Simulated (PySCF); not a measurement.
Species: sum formula H₇SiN₃O (charge 0, singlet). SMILES: N[Si](N)(N)O
Geometry from a B3LYP-D3(BJ)/def2-TZVP (Ansatz) optimisation:
```
Si
O 1 1.6555
H 2 0.9598 1 115.46
N 1 1.7091 2 101.03 3 -169.87
H 4 1.0056 1 121.93 2 -179.56
H 4 1.0062 5 112.52 1 155.42
N 1 1.7095 2 120.49 3 74.54
H 7 1.0067 1 121.37 2 -77.48
H 7 1.0067 8 112.14 1 -152.24
N 1 1.7238 2 105.23 3 -40.97
H 10 1.0082 1 119.45 2 172.25
H 10 1.0082 11 110.65 1 -144.94
```
Charge 0, spin multiplicity 1.

Dispersion corrections to the total energy (kcal/mol) from the dftd3 and dftd4 libraries through PySCF: D3(BJ) without and D4 with the three-body term, each with the damping fitted for the functional named.

```json
[
 {"functional": "PBE", "D3(BJ)": "[?]", "D4": "-5.90"},
 {"functional": "TPSS", "D3(BJ)": "-7.15", "D4": "-7.97"},
 {"functional": "B2PLYP", "D3(BJ)": "-4.60", "D4": "-4.11"},
 {"functional": "BHLYP", "D3(BJ)": "-7.76", "D4": "[?]"},
 {"functional": "PBE0", "D3(BJ)": "-4.93", "D4": "-4.95"},
 {"functional": "B2GP-PLYP", "D3(BJ)": "[?]", "D4": "-2.47"},
 {"functional": "B3LYP", "D3(BJ)": "-9.85", "D4": "-9.47"}
]
```

Problem. What belongs in the gaps?

Solution. 
- PBE, D3(BJ): -5.69
- BHLYP, D4: -6.92
- B2GP-PLYP, D3(BJ): -3.72
